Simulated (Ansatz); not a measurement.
Energy needed to pull apart C2H2OSe (SMILES O=CC=[Se]), closed shell, into free ground-state atoms, from the structure below (displaced at random from a GFN2-xTB minimum); no zero-point or spin–orbit terms; open-shell atoms are treated unrestricted, in their ground-state multiplicity.

O1  (-0.614, -1.472, -0.816)
C2  (-0.240, -0.856, 0.047)
C3  (0.227, 0.443, -0.287)
Se4  (0.768, 1.665, 1.079)
H5  (-0.226, -1.078, 1.220)
H6  (0.423, 0.842, -1.486)
(Å)

Program: Ansatz 0.2.0. Basis: def2-TZVPP. Cores are frozen in the correlated methods. Filled d shells of the heavier atoms are correlated. The def2 sets are not built for correlating such inner shells, so the correlated values are less sure here.

| method | atomization energy (kJ/mol) |
| --- | --- |
| PBE-D4 | ? |
| revPBE-D4 | ? |
| r2SCAN-D4 | 2256 |
| PBE0-D4 | 2253 |
| r2SCANh-D4 | 2219 |
| wB97M-V | 2218 |
| HF | 1389 |
| MP2 | 2245 |
| CCSD | 2090 |
| CCSD(T) | 2166 |

(1) What does revPBE-D4 give? (Judge from chemistry; the value comes from the calculation.)

(2) What does PBE-D4 give? (An estimate is asked for; the value comes from the calculation.)

No T1 diagnostic of these runs exceeds 0.019. The restricted Hartree–Fock reference is unstable towards an unrestricted one here. A large double-excitation amplitude points to some diradical character; no triplet was computed.

Answers

(1) The calculation gives: 2285 kJ/mol, which is about 120 kJ/mol more than CCSD(T)/def2-TZVPP.

(2) Computed: 2368 kJ/mol, which is about 202 kJ/mol more than CCSD(T)/def2-TZVPP.

In triple zeta the MP2 and coupled-cluster atomization energies are still short of their basis limit by a few kcal/mol a bond, whereas those of the functionals are nearly converged, so these differences are not deviations from converged CCSD(T).

For scale, one of the runs: CCSD(T)/def2-TZVPP forces, 169 basis functions (an equivalent command: `ansatz run in.yaml --threads 4`). Hardware: 4 CPU threads, shared host. Wall time 2.9 min; peak host memory 2.7 GiB.
